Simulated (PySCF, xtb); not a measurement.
trifluoroacetic acid (C2HF3O2), SMILES FC(C(=O)O)(F)F.

Coordinates come from a B3LYP-D3(BJ)/def2-SVP optimisation. Other conformers were not sampled.

The numbers are results of PySCF 2.14.0 with C-PCM-ωB97X/def2-SVP, not measurements.

The values are the electrostatic part of the solvation free energy, E(continuum) − E(gas) at the gas-phase geometry, in a cavity of scaled van der Waals radii (PySCF's table); cavitation and dispersion terms are not included. In vacuum the orbital gap is 13.04 eV. The dipole moment in vacuum is 2.21 D.

Computed values in water (ε = 78.36), methanol (ε = 32.61), benzene (ε = 2.27):
```csv
solvent,ε,ΔG(elec) (kcal/mol),dipole (D),gap (eV)
water,78.36,-6.3,2.64,13.11
methanol,32.61,-6.2,2.63,13.11
benzene,2.27,-3.4,2.43,13.08
```

For comparison, GFN2-xTB/ALPB(water) (xtb, at the GFN2-xTB geometry, all terms of that model) gives -7.2 kcal/mol.
